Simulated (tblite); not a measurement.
Compound: C₄H₅ClS₂Si.
Atom-mapped SMILES: `[CH:1]#[C:2][Si@@H:3]([Cl:4])[S:5][C:6]([CH3:7])=[S:8]` (hydrogens: H9 on C1; H10 on Si3; H11, H12, H13 on C7)

Geometry (GFN2-xTB, Å), atoms numbered from 1 in this order:
```xyz
13
C4H5ClS2Si angstrom
C      2.6216   -1.5941   -1.1108
C      2.2593   -0.5453   -0.6463
Si     1.6497    1.0552    0.0330
Cl     2.6672    2.5775   -0.8065
S     -0.4149    1.3174   -0.7091
C     -1.2028    0.0220    0.1242
C     -2.6590   -0.1060   -0.1548
S     -0.4152   -0.9930    1.1354
H      2.9452   -2.5124   -1.5096
H      1.6135    1.1833    1.4765
H     -3.1037   -0.8530    0.4982
H     -2.8079   -0.4043   -1.1935
H     -3.1574    0.8532   -0.0157
```

All values are computed: GFN2-xTB (tblite) harmonic vibrations without scaling, gas phase. Errors from tens to a few hundred cm⁻¹ against measured bands are possible. Modes of hydrogen on silicon can be 10 to 20 % off. One conformer, not necessarily the lowest.

Harmonic wavenumbers (cm⁻¹): 46.5, 61.1, 71.5, 85.6, 95.5, 121.7, 137.6, 262.4, 281.8, 305.7, 334.7, 401.8, 446.9, 502.9, 587.3, 621.1, 659.0, 680.8, 685.3, 708.4, 885.6, 987.2, 1111.6, 1212.6, 1380.6, 1443.7, 1451.0, 2201.1, 2349.9, 2988.7, 3008.3, 3043.3, 3360.5.

A = 1559, B = 705.9, C = 553.9 MHz; mass 179.929 u (most abundant isotopes); point group C1, symmetry number 1.

Zero-point energy?

Half the sum of the wavenumbers: 16261 cm⁻¹ = 194.52 kJ/mol.

Entropy at 400 K, 1 bar (ideal gas, RRHO, classical rotation)?

Translation 179.72, rotation 131.88, vibration 199.27: S = 510.9 J/(mol K).

And Cp and H(400 K) − H(0)?

Cp = 189.17 J/(mol K), of which vibrations give 155.91 (their classical limit is 33 R = 274.4); H(400 K) − H(0) = 51.05 kJ/mol without the zero-point energy, 37.74 from vibrations.

How do the functions run with temperature in this model?

| T (K) | S (J/(mol K)) | Cp (J/(mol K)) | H − H(0) (kJ/mol) | G − H(0) (kJ/mol) | ln q(vib) |
| --- | --- | --- | --- | --- | --- |
| 50 | 264.0 | 69.0 | 2.39 | -10.81 | 0.84 |
| 100 | 320.3 | 94.7 | 6.53 | -25.50 | 2.74 |
| 298.15 | 458.7 | 165.7 | 32.92 | -103.85 | 9.59 |
| 373.15 | 497.9 | 183.6 | 46.04 | -139.76 | 11.85 |
| 500 | 555.0 | 206.5 | 70.87 | -206.65 | 15.34 |
| 750 | 644.8 | 236.0 | 126.48 | -357.14 | 21.28 |
| 1000 | 715.5 | 255.0 | 188.01 | -527.49 | 26.30 |

q(vib) and H(0) count from the zero-point level.

Blend soft modes into free rotors: weight 1/[1 + (100 cm⁻¹/ν̃)⁴] for the oscillator and the rest for a rotor with moment μB/(μ + B), μ = h/(8π²ν), B = 10⁻⁴⁴ kg m². What vibrational entropy results?

177.37 J/(mol K) in place of 199.27, which changes −T·S at 400 K by +8.76 kJ/mol.

Which modes carry the vibrational entropy at 400 K?

46.5 cm⁻¹: 23.19; 61.1 cm⁻¹: 20.93; 71.5 cm⁻¹: 19.63; 85.6 cm⁻¹: 18.14; 95.5 cm⁻¹: 17.24; 121.7 cm⁻¹: 15.25 J/(mol K); the other 27 give 84.89 together.

Hindered rotation and anharmonicity are outside this model. Other conformers, if any are populated, would add a mixing term that is left out. The structure is chiral; the term R ln 2 for an equal mix with its mirror image is left out.
